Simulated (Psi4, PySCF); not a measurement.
Internal rotation in SMILES F[SiH2][SiH2]F, singlet. Scanned: dihedral F1–Si2–Si3–F4; all other coordinates were relaxed at GFN2-xTB. GFN2-xTB can order the conformers of Si and Ge chains otherwise than DFT does. Points at φ and −φ are mirror images. Heavy atoms are numbered in the order of the SMILES F[SiH2][SiH2]F, hydrogens after them in the order of the atoms that carry them; the mirror image has the same energies with the sign of each dihedral reversed.

- RKS-B3LYP/6-311+G** = PySCF with restricted B3LYP/6-311+G**, spherical d, density fitting // GFN2-xTB
- MP2/cc-pVTZ = Psi4 1.11 with DF-MP2 (frozen core)/cc-pVTZ // GFN2-xTB

Energies relative to the lowest point of each profile, in kJ/mol:

| φ / ° | RKS-B3LYP/6-311+G** |
|---|---|
| -140 | 1.73 |
| -100 | 1.39 |
| -80 | 0.20 |
| -60 | 0.34 |
| -40 | 2.47 |
| 0 | 6.79 |
| 20 | 5.39 |
| 40 | 2.47 |
| 120 | 2.22 |
| 140 | 1.73 |
| 160 | 0.55 |
| 180 | 0.00 |

Question: Predict the corresponding MP2/cc-pVTZ column.

Answer: -140: 2.97; -100: 2.04; -80: 0.28; -60: 0.00; -40: 1.77; 0: 5.54; 20: 4.32; 40: 1.77; 120: 3.34; 140: 2.97; 160: 1.64; 180: 0.96 (kJ/mol).
